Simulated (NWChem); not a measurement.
Molecule: AlHSCl2; SMILES [SH][Al]([Cl])[Cl]

```xyz
5

Al     0.0083    -0.0221     0.0000
Cl     1.5507    -1.4269     0.0000
Cl    -1.9820    -0.6628     0.0000
S      0.5013     2.0844     0.0000
H     -0.7979     2.4611     0.0000
```
Atoms are numbered in this order, from 1.

Coordinates come from a PBE0/def2-SVP optimisation.

Symmetry labels are those of Cs in the frame above (b1 and b2, or b-type labels, depend on it).

Q: List the 6 lowest vertical singlet excitations from PBE0/def2-SVP, full TDDFT (NWChem).

A: 
| state | energy (eV) | oscillator strength | symmetry | leading excitation (squared amplitude) |
|---|---|---|---|---|
| S1 | 5.87 | 0.024 | a" | HOMO → LUMO (0.99) |
| S2 | 6.31 | 0.033 | a' | HOMO → LUMO+1 (0.86) |
| S3 | 6.81 | 0.004 | a" | HOMO → LUMO+2 (0.93) |
| S4 | 7.02 | 0.001 | a" | HOMO−1 → LUMO+1 (0.94) |
| S5 | 7.02 | 0.015 | a' | HOMO−2 → LUMO (0.62) |
| S6 | 7.09 | 0.001 | a" | HOMO−2 → LUMO+1 (0.97) |
